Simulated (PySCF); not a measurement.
C₃H₁₁NSi₂, SMILES [SiH3][C@@H]1CCN1[SiH3]. Geometry optimised at r2SCAN-D4/def2-SVP. The structure was generated by enumeration; whether it is a known compound was not checked.

Question: Give the equilibrium geometry at r2SCAN-D4/def2-SVP (PySCF confirms it by a frequency run) as a Z-matrix. (The exact figures need the calculation; the answer reports its results.)

Answer: 
```
N
C 1 1.4728
H 2 1.1051 1 114.37
H 2 1.1095 3 108.04 1 128.47
C 1 1.4867 2 92.57 3 -128.77
H 5 1.1118 1 113.47 2 -103.28
C 2 1.5443 3 116.46 4 128.68
H 7 1.0993 2 116.41 3 -115.98
H 7 1.1013 8 108.84 2 -129.59
Si 1 1.7366 2 128.52 3 82.44
H 10 1.4923 1 108.30 2 -171.62
H 10 1.4932 11 110.83 1 -118.06
H 10 1.5058 11 107.73 12 -117.44
Si 5 1.8995 6 110.88 1 129.30
H 14 1.4938 5 108.67 6 174.06
H 14 1.4940 15 109.26 5 -120.98
H 14 1.4977 15 109.13 16 -118.68
```
